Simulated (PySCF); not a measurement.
Working out the ionisation energy of Tc⁺

Tc⁺ [Kr] 4d5 5s1 (7S) → Tc²⁺ [Kr] 4d5 (6S). All numbers are calculated (PySCF 2.14, the spin-free X2C one-electron Hamiltonian (Gaussian nucleus), in aug-cc-pVTZ-DK (9s8p6d3f2g, 102 functions)). Frozen: [Kr]. Energies in hartree (1 hartree = 27.21139 eV):

| part | Tc⁺ (lower) | Tc²⁺ (upper) |
| --- | --- | --- |
| UHF | -4282.723134 | -4282.199483 |
| CCSD correlation | -0.087220 | -0.064753 |
| (T) | -0.001727 | -0.000784 |

**Question.** What does Hartree-Fock give?

**Answer.** (-4282.199483) − (-4282.723134) = 0.523651 hartree = 14.249 eV.

**Question.** What do CCSD and CCSD(T) give?

**Answer.** The CCSD correlation energies differ by 0.022467 hartree = 0.611 eV and the triples by 0.000943 hartree = 0.026 eV, so CCSD gives 14.860 eV and CCSD(T) 14.886 eV.

A first-order spin-orbit estimate adds 0.000 eV to CCSD(T) (valence), giving 14.886 eV against 15.26 eV (semi-empirical (NIST evaluation); NIST Atomic Spectra Database, ionization energies).

What remains against the reference includes basis incompleteness, the frozen core and higher excitations.
